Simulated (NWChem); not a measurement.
Everything below was run with NWChem. System: CNO, charge 0, spin multiplicity 4, at the geometry of a parent with another charge or spin, in a state set for the comparison that need not be this species' ground state. Its SCF solution wasn't tested for a lower state. Level: UMP2/def2-TZVP, 3 core orbitals frozen.

Job file:

```
start mol
memory heap 200 mb stack 900 mb global 1100 mb
geometry units angstroms nocenter noautoz
  N      0.000000     0.000000     1.264562
  C      0.000000     0.000000     0.039075
  O      0.000000     0.000000    -1.135798
  symmetry group C2v
end
basis spherical
  * library def2-tzvp
end
scf
  uhf
  nopen 3
  maxiter 100
  thresh 1e-7
  semidirect memsize 60000000 filesize 0
  # guess.movecs holds the orbitals of an unrestricted PBE0 run
  vectors input guess.movecs output mol.movecs
end
mp2
  freeze core 3
end
task mp2 energy
```

Part of the output:

```
             Northwest Computational Chemistry Package (NWChem) 7.3.0
             --------------------------------------------------------

                                NWChem Input Module
                                -------------------

 Scaling coordinates for geometry "geometry" by  1.889725989
 (inverse scale =  0.529177249)

 Turning off AUTOSYM since
 SYMMETRY directive was detected!

                             Geometry "geometry" -> ""
                             -------------------------

 Output coordinates in angstroms (scale by  1.889725989 to convert to a.u.)

  No.       Tag          Charge          X              Y              Z
 ---- ---------------- ---------- -------------- -------------- --------------
    1 N                    7.0000     0.00000000     0.00000000     1.26456200
    2 C                    6.0000     0.00000000     0.00000000     0.03907500
    3 O                    8.0000     0.00000000     0.00000000    -1.13579800

 Effective nuclear repulsion energy (a.u.)      52.1014176307

            Nuclear Dipole moment (a.u.)
            ----------------------------
        X                 Y               Z
 ---------------- ---------------- ----------------
     0.0000000000     0.0000000000    -0.0000000000

      Symmetry information
      --------------------

 Group name             C2v
 Group number             16
 Group order               4
 No. of unique centers     3

      Symmetry unique atoms

     1    2    3


 Summary of "ao basis" -> "" (spherical)
 ------------------------------------------------------------------------------
       Tag                 Description            Shells   Functions and Types
 ---------------- ------------------------------  ------  ---------------------
 *                         def2-tzvp                  on all atoms

 Summary of "ao basis" -> "ao basis" (spherical)
 ------------------------------------------------------------------------------
       Tag                 Description            Shells   Functions and Types
 ---------------- ------------------------------  ------  ---------------------
 N                         def2-tzvp                11       31   5s3p2d1f
 C                         def2-tzvp                11       31   5s3p2d1f
 O                         def2-tzvp                11       31   5s3p2d1f

                                 NWChem SCF Module
                                 -----------------

  ao basis        = "ao basis"
  functions       =    93
  atoms           =     3
  alpha electrons =    12
  beta  electrons =     9
  charge          =   0.00
  wavefunction    = UHF
  use symmetry    = T
  symmetry adapt  = T

 Summary of "ao basis" -> "ao basis" (spherical)
 ------------------------------------------------------------------------------
       Tag                 Description            Shells   Functions and Types
 ---------------- ------------------------------  ------  ---------------------
 N                         def2-tzvp                11       31   5s3p2d1f
 C                         def2-tzvp                11       31   5s3p2d1f
 O                         def2-tzvp                11       31   5s3p2d1f

      Symmetry analysis of basis
      --------------------------

        a1         42
        a2          9
        b1         21
        b2         21

 Forming initial guess at       0.1s

   Symmetry analysis of molecular orbitals - initial alpha
   -------------------------------------------------------

  Numbering of irreducible representations:

     1 a1          2 a2          3 b1          4 b2

  Orbital symmetries:

     1 a1          2 a1          3 a1          4 a1          5 a1
     6 a1          7 b1          8 b2          9 a1         10 b1
    11 b2         12 b1         13 b2         14 a1         15 a1
    16 b1         17 b2         18 a1         19 a1         20 b1
    21 b2         22 a1

   Symmetry analysis of molecular orbitals - initial beta
   ------------------------------------------------------

  Numbering of irreducible representations:

     1 a1          2 a2          3 b1          4 b2

  Orbital symmetries:

     1 a1          2 a1          3 a1          4 a1          5 a1
     6 a1          7 b2          8 b1          9 a1         10 b2
    11 b1         12 a1         13 b2         14 b1         15 a1
    16 b2         17 b1         18 a1         19 a1         20 b2
    21 a1         22 b1

 Starting SCF solution at       0.1s

 ----------------------------------------------
         Quadratically convergent UHF

 Convergence threshold     :          1.000E-07
 Maximum no. of iterations :          100
 Integral*density screening:          1.000E-09
 ----------------------------------------------

              iter       energy          gnorm     gmax       time
             ----- ------------------- --------- --------- --------
                 1     -166.9614737561  5.42D-01  1.06D-01      1.3
                 2     -166.9810361559  1.14D-01  2.55D-02      1.3
                 3     -166.9849368490  9.13D-03  4.37D-03      1.6
                 4     -166.9851411709  1.42D-03  4.45D-04      2.0
                 5     -166.9851419053  2.66D-06  1.21D-06      2.5
                 6     -166.9851419054  3.68D-09  9.97D-10      3.0

       Final UHF  results
       ------------------

         Total SCF energy =   -166.985141905352
      One electron energy =   -330.599931461851
      Two electron energy =    111.513371925838
 Nuclear repulsion energy =     52.101417630661

                       Sz =      1.5000
                 Sz(Sz+1) =      3.7500
[...]
     4      0.350976  1 N  s                  8      0.342489  1 N  pz
    11      0.280237  1 N  pz                 3      0.200733  1 N  s
     5      0.200593  1 N  s                 14      0.170374  1 N  pz
    39     -0.166071  2 C  pz

 Vector    8  Occ=1.000000D+00  E=-5.476604D-01  Symmetry=b2
              MO Center= -6.9D-17,  1.7D-14, -4.7D-01, r^2= 1.2D+00
   Bfn.  Coefficient  Atom+Function         Bfn.  Coefficient  Atom+Function
  ----- ------------  ---------------      ----- ------------  ---------------
    38      0.286441  2 C  py                69      0.287051  3 O  py
    41      0.284919  2 C  py                72      0.258273  3 O  py

 Vector    9  Occ=1.000000D+00  E=-5.437790D-01  Symmetry=b1
              MO Center= -4.1D-15, -2.2D-16, -7.3D-01, r^2= 1.0D+00
   Bfn.  Coefficient  Atom+Function         Bfn.  Coefficient  Atom+Function
  ----- ------------  ---------------      ----- ------------  ---------------
    68      0.358775  3 O  px                71      0.324209  3 O  px
    37      0.217925  2 C  px                40      0.203858  2 C  px
    74      0.194167  3 O  px

 Vector   10  Occ=0.000000D+00  E=-1.522964D-02  Symmetry=b2
              MO Center=  2.9D-16,  2.2D-16,  4.0D-01, r^2= 2.2D+00
   Bfn.  Coefficient  Atom+Function         Bfn.  Coefficient  Atom+Function
  ----- ------------  ---------------      ----- ------------  ---------------
    13      0.345698  1 N  py                75     -0.310345  3 O  py
     7      0.262332  1 N  py                69     -0.245654  3 O  py
    10      0.229165  1 N  py                72     -0.219618  3 O  py

 Vector   11  Occ=0.000000D+00  E= 4.895698D-03  Symmetry=b1
              MO Center=  3.6D-15, -3.2D-17,  6.3D-01, r^2= 2.0D+00
   Bfn.  Coefficient  Atom+Function         Bfn.  Coefficient  Atom+Function
  ----- ------------  ---------------      ----- ------------  ---------------
    12      0.350157  1 N  px                74     -0.276991  3 O  px
     6      0.265432  1 N  px                 9      0.233484  1 N  px
    43      0.220671  2 C  px                68     -0.199854  3 O  px
    71     -0.176895  3 O  px                37      0.154187  2 C  px

 Vector   12  Occ=0.000000D+00  E= 1.535416D-01  Symmetry=a1
              MO Center= -5.9D-16, -2.4D-15,  3.3D-02, r^2= 4.5D+00
   Bfn.  Coefficient  Atom+Function         Bfn.  Coefficient  Atom+Function
  ----- ------------  ---------------      ----- ------------  ---------------
    36      3.886657  2 C  s                  5     -2.576633  1 N  s
    67     -1.523509  3 O  s                 35      1.282800  2 C  s
    14      1.000567  1 N  pz                76     -0.646263  3 O  pz
    45      0.597056  2 C  pz                 4     -0.579196  1 N  s
    53      0.500234  2 C  d  0              11      0.348026  1 N  pz

 center of mass
 --------------
 x =   0.00000000 y =   0.00000000 z =   0.00043481

 moments of inertia (a.u.)
 ------------------
         153.716089484595           0.000000000000           0.000000000000
           0.000000000000         153.716089484595           0.000000000000
           0.000000000000           0.000000000000           0.000000000000

  Mulliken analysis of the total density
  --------------------------------------

    Atom       Charge   Shell Charges
 -----------   ------   -------------------------------------------------------
    1 N    7     7.11   0.82  1.15  0.60  1.03  0.29  1.35  1.40  0.40  0.01  0.04  0.00
    2 C    6     5.69   0.86  1.12  0.54  0.25  0.01  1.33  1.17  0.29  0.04  0.05  0.03
    3 O    8     8.21   0.79  1.18  0.59  0.97  0.33  1.80  1.86  0.64  0.01  0.03  0.00

  Mulliken analysis of the alpha density
  --------------------------------------

    Atom       Charge   Shell Charges
 -----------   ------   -------------------------------------------------------
    1 N    7     4.46   0.41  0.58  0.32  0.56  0.14  1.05  1.08  0.28  0.01  0.03  0.00
    2 C    6     3.06   0.43  0.56  0.27  0.12  0.00  0.78  0.67  0.15  0.03  0.03  0.02
    3 O    8     4.48   0.40  0.59  0.31  0.50  0.16  1.11  1.09  0.30  0.00  0.02  0.00

   Mulliken analysis of the beta density
   -------------------------------------

    Atom       Charge   Shell Charges
 -----------   ------   -------------------------------------------------------
    1 N    7     2.65   0.41  0.58  0.28  0.47  0.16  0.30  0.32  0.11  0.00  0.01  0.00
    2 C    6     2.63   0.43  0.56  0.27  0.13  0.01  0.55  0.50  0.14  0.02  0.02  0.01
    3 O    8     3.73   0.40  0.59  0.28  0.47  0.17  0.69  0.77  0.34  0.00  0.02  0.00

   Mulliken analysis of the spin density
   -------------------------------------

    Atom       Charge   Shell Charges
 -----------   ------   -------------------------------------------------------
    1 N    7     1.81   0.00 -0.00  0.04  0.09 -0.02  0.75  0.76  0.17  0.00  0.01  0.00
    2 C    6     0.44  -0.00 -0.00  0.01 -0.01 -0.00  0.23  0.17  0.02  0.01  0.01  0.00
    3 O    8     0.76   0.00 -0.00  0.03  0.04 -0.01  0.42  0.31 -0.04 -0.00 -0.00 -0.00

       Multipole analysis of the density wrt the origin
       ------------------------------------------------

     L   x y z        total         alpha         beta         nuclear
     -   - - -        -----         -----         ----         -------
     0   0 0 0     -0.000000    -12.000000     -9.000000     21.000000

     1   1 0 0      0.000000     -0.000000      0.000000      0.000000
     1   0 1 0     -0.000000     -0.000000     -0.000000      0.000000
     1   0 0 1      0.232335     -1.258735      1.491070     -0.000000

     2   2 0 0    -11.821155     -7.451469     -4.369686      0.000000
     2   1 1 0      0.000000      0.000000      0.000000      0.000000
     2   1 0 1      0.000000      0.000000      0.000000      0.000000
     2   0 2 0    -10.877422     -6.343987     -4.533435      0.000000
     2   0 1 1     -0.000000     -0.000000     -0.000000      0.000000
     2   0 0 2    -14.681676    -52.901438    -38.641246     76.861007

                   NWChem MP2 Semi-direct Energy/Gradient Module
                   ---------------------------------------------

  Basis functions       =     93
  Molecular orbitals    =     93
  Frozen core           =      3
  Frozen virtuals       =      0
  Active alpha occupied =      9
  Active beta occupied  =      6
  Active alpha virtual  =     81
  Active beta virtual   =     84
  Use MO symmetry       = T
  Use skeleton AO sym   = T

  AO/Fock/Back tols     =   1.0D-09  1.0D-09  1.0D-09

 GA uses MA = F    GA memory limited = T

 Available:
  local mem=  1.26D+08
 global mem=  1.44D+08
 local disk=  0.00D+00
  mp2_memr nvloc                    81
  nvloc new                    81
   1 passes of   9:        5242880                      54079                  10749685.
   1 passes of   9: M    126153170           G      144161902           F     120910290.

 Semi-direct pass number   1 of   1  for UHF alpha       at        3.2s
  vrange nnbf                  4331
  mp2_eaftype                    41  avail_ma_in_mb                  1099
 EAF : mp2_eaftype filesize          41    5374842.
  mp2_eaf for mointskh                     41
Node 0 wrote     25.3 Mb in      0.0 s     Agg I/O rate:  2111.3 Mb/s
 Done moints_semi at        5.2s
  mp2_eaftype                    41  avail_ma_in_mb                  1058
 EAF : mp2_eaftype filesize          41    5374842.
  mp2_eaf for kh                    41
 Done maket at        5.3s
 Done multipass loop at        5.3s

 GA uses MA = F    GA memory limited = T

 Available:
  local mem=  1.26D+08
 global mem=  1.44D+08
 local disk=  0.00D+00
  mp2_memr nvloc                    84
  nvloc new                    84
   1 passes of   6:        5242880                      42833                   7436470.
   1 passes of   6: M    126153170           G      144161902           F     120910290.

 Semi-direct pass number   1 of   1  for UHF beta        at        5.4s
  vrange nnbf                  4331
  mp2_eaftype                    28  avail_ma_in_mb                  1099
 EAF : mp2_eaftype filesize          28    3718235.
  mp2_eaf for mointskh                     28
Node 0 wrote     17.5 Mb in      0.0 s     Agg I/O rate:  1079.2 Mb/s
 Done moints_semi at        7.5s
  mp2_eaftype                    28  avail_ma_in_mb                  1071
 EAF : mp2_eaftype filesize          28    3718235.
  mp2_eaf for kh                    28
 Done maket at        7.6s
 Done multipass loop at        7.6s

          -------------------------------------------
          SCF energy                -166.985141905352
          Correlation energy          -0.472274152358
          Singlet pairs                0.000000000000
          Triplet pairs                0.000000000000
          Total MP2 energy          -167.457416057710
          -------------------------------------------

          ---------------------------------------------------
                    Spin Component Scaled (SCS) MP2
          Same spin pairs                     -0.129418941970
          Same spin scaling factor             0.333333333333
          Opposite spin pairs                 -0.342855210389
          Opposite spin scaling fact.          1.200000000000
          SCS-MP2 correlation energy          -0.454565899790
          Total SCS-MP2 energy              -167.439707805142
          ---------------------------------------------------

 -----------------------
 Performance information
 -----------------------

 Timer overhead =  2.39D-07 seconds/call

               Nr. of calls         CPU time (s)                 Wall time (s)                GFlops
             ---------------    -------------------     ------------------------------   -------------------
Name         Min   Avg   Max    Min     Avg     Max     Min     Avg     Max   Mx/calls   Min     Max     Sum
mp2: moin     2     2     2    4.2     4.2     4.2      4.2     4.2     4.2     2.1      0.0     0.0     0.0
mp2: make     2     2     2   0.25    0.25    0.25     0.25    0.25    0.25    0.13      0.0     0.0     0.0
mp2: tota     1     1     1    4.5     4.5     4.5      4.5     4.5     4.5     4.5      0.0     0.0     0.0

 The average no. of pstat calls per process was 5.00D+00
 with a timing overhead of 1.20D-06s

 Task  times  cpu:        7.6s     wall:        7.6s

 Total times  cpu:        7.6s     wall:        7.6s
```
